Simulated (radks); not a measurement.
Results of a calculation; reference values are marked as such.
Q: The mean radii <r> (bohr) of the occupied orbitals of an atom or ion are listed with their occupations. Code: a radial shooting solver on a logarithmic mesh with Libxc functionals. Model: Dirac Kohn-Sham, BP86, spin-unpolarised, spherical densities, finite nucleus; Fermi nuclear charge, rms radius of each element as measured or else 0.836 A^(1/3) + 0.57 fm.

| orbital | occ. | <r> |
|---|---|---|
| 1s1/2 | 2 | 0.01744 |
| 2s1/2 | 2 | 0.07297 |
| 2p1/2 | 2 | 0.06016 |
| 2p3/2 | 4 | 0.06848 |
| 3s1/2 | 2 | 0.1899 |
| 3p1/2 | 2 | 0.1801 |
| 3p3/2 | 4 | 0.1954 |
| 3d3/2 | 4 | 0.1705 |
| 3d5/2 | 6 | 0.1752 |
| 4s1/2 | 2 | 0.4232 |
| 4p1/2 | 2 | 0.4266 |
| 4p3/2 | 4 | 0.4604 |
| 4d3/2 | 4 | 0.4719 |
| 4d5/2 | 6 | 0.4832 |
| 5s1/2 | 2 | 0.9814 |
| 5p1/2 | 2 | 1.071 |
| 4f5/2 | 6 | 0.5317 |
| 4f7/2 | 8 | 0.5395 |
| 5p3/2 | 4 | 1.174 |
| 5d3/2 | 4 | 1.810 |
| 5d5/2 | 5 | 1.926 |

Name the element and its charge. Open shells, if any, fill j = l - 1/2 first.

A: Z = 77, iridium, charge 0: Ir in [Xe] 4f14 5d9. The 1s radius gives Z: for a bare nucleus <r> = (2 gamma + 1)/(2Z) with gamma = sqrt(1 - (Z/c)^2), 0.01724 bohr for Z = 77, and screening makes it slightly larger (0.01744 here). The occupations add up to 77, and the charge is Z minus that.
